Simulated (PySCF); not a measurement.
In(Br)(OH)2 (BrH₂InO₂), SMILES [OH][In]([OH])[Br].

Coordinates come from a B3LYP-D3(BJ)/def2-SVP optimisation. The structure was generated by enumeration; whether it is a known compound was not checked. The def2 effective core potentials stand for the cores of In; spin–orbit coupling is left out. The values are those of a single conformer.

Two levels are set side by side: TDA-PBE/def2-SVPD (PySCF) and TDA-B3LYP/def2-SVPD (PySCF). Vertical, same geometry. The lowest singlet is HOMO−1→LUMO 100 % with PBE and HOMO−1→LUMO 98 % with the other functional; states are paired by order. Differences are taken from unrounded values.

| quantity | TDA-B3LYP |
|---|---|
| lowest singlet excitation (eV) | 4.45 |
| lowest triplet excitation (TDA) (eV) | 4.01 |
| first bright state (f over 0.05) (eV) | 5.17 |
| its oscillator strength | 0.05 |

Q: What does TDA-PBE give, and how far is it from TDA-B3LYP? (The exact figures need the calculation; the answer reports its results.)

A: 
```
quantity                               TDA-PBE  TDA-PBE minus TDA-B3LYP
-------------------------------------  -------  -----------------------
lowest singlet excitation (eV)            3.96                    -0.49
lowest triplet excitation (TDA) (eV)      3.63                    -0.38
first bright state (f over 0.05) (eV)     6.02                     0.85
its oscillator strength                   0.10                     0.05
```

Functionals without exact exchange tend to place singlet excitations lower, as here. Differences between two approximate levels are no errors against the true value.

Rough cost on one machine, each run with all the roots and properties that it gave: TDA-B3LYP against TDA-PBE about 2 times.
